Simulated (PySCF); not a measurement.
Correlation energy of Zn⁺ (zinc, charge +1)

[Ar] 3d10 4s1, 2S determinant. All numbers are calculated (PySCF 2.14, the spin-free X2C one-electron Hamiltonian (Gaussian nucleus), in ANO-RCC-VTZP (6s5p3d2f1g, 59 functions)). Frozen: [Ar]; 11 electrons correlated.

```json
{"level": "CCSD", "correlation energy (mhartree)": "-425.51"}
{"level": "(T)", "correlation energy (mhartree)": "-12.25"}
{"level": "CCSD(T)", "correlation energy (mhartree)": "-437.76"}
```

Diagnostics: T1 = 0.012, D1 = 0.0363, largest double amplitude 0.022.

Cost of the coupled-cluster step: about 8 core-seconds, for 11 correlated electrons.

Iterations:

```
CC2 = 0
CCSD nocc = (np.int64(6), np.int64(5)), nmo = (50, 50)
frozen orbitals [[0, 1, 2, 3, 4, 5, 6, 7, 8], [0, 1, 2, 3, 4, 5, 6, 7, 8]]
max_cycle = 100
direct = 0
conv_tol = 1e-08
conv_tol_normt = 1e-06
diis_space = 8
diis_start_cycle = 0
Init t2, MP2 energy = -0.471637094375828
Init E_corr(UCCSD) = -0.471637094405109
cycle = 1  E_corr(UCCSD) = -0.410511979966635  dE = 0.0611251144  norm(t1,t2) = 0.0786321
cycle = 2  E_corr(UCCSD) = -0.429178064309622  dE = -0.0186660843  norm(t1,t2) = 0.0302514
cycle = 3  E_corr(UCCSD) = -0.425331265039581  dE = 0.00384679927  norm(t1,t2) = 0.0141351
cycle = 4  E_corr(UCCSD) = -0.425318002857379  dE = 1.32621822e-05  norm(t1,t2) = 0.00245023
cycle = 5  E_corr(UCCSD) = -0.425515315884348  dE = -0.000197313027  norm(t1,t2) = 0.000311729
cycle = 6  E_corr(UCCSD) = -0.425511544650621  dE = 3.77123373e-06  norm(t1,t2) = 6.78363e-05
cycle = 7  E_corr(UCCSD) = -0.42550947143845  dE = 2.07321217e-06  norm(t1,t2) = 1.39413e-05
cycle = 8  E_corr(UCCSD) = -0.425510141215483  dE = -6.69777033e-07  norm(t1,t2) = 3.23365e-06
cycle = 9  E_corr(UCCSD) = -0.425510390551499  dE = -2.49336016e-07  norm(t1,t2) = 6.47443e-07
cycle = 10  E_corr(UCCSD) = -0.425510362849377  dE = 2.7702122e-08  norm(t1,t2) = 9.91623e-08
cycle = 11  E_corr(UCCSD) = -0.425510365862978  dE = -3.01360059e-09  norm(t1,t2) = 2.60215e-08
UCCSD converged
E(UCCSD) = -1794.406079545409  E_corr = -0.4255103658629776
UCCSD(T) correction = -0.0122486283256574
```
